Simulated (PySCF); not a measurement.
# Krypton: a sound run and one with changed settings

Sound run: Kr⁺ [Ar] 3d10 4s2 4p5, Kr²⁺ [Ar] 3d10 4s2 4p4. Calculation: PySCF 2.14, in cc-pVTZ-PP with ECP10MDF (5s4p3d1f, 39 functions); scalar relativity through the core potential. In the sound run the correlated levels freeze 3s2 3p6 3d10 outside the core potential. The sound run starts from symmetry-adapted Hartree-Fock orbitals and uses a fine grid where one is needed.

Changed run: all electrons correlated in a basis built for the valence shell.

```
species  method  sound run (hartree)  changed run (hartree)  converged
    Kr⁺     MP2           -461.85577             -461.95336        yes
   Kr²⁺     MP2           -460.97051             -461.06564        yes
```

Ionisation energy of Kr⁺:

```
 method  sound run (eV)  changed run (eV)
    UHF          23.269            23.269
    MP2          24.089            24.156
SCS-MP2          24.086            24.131
```

A valence basis has no tight correlating functions, so it recovers only part of the core correlation, and not evenly between atom and ion.

For comparison, NIST gives 24.360 eV between the lowest levels.
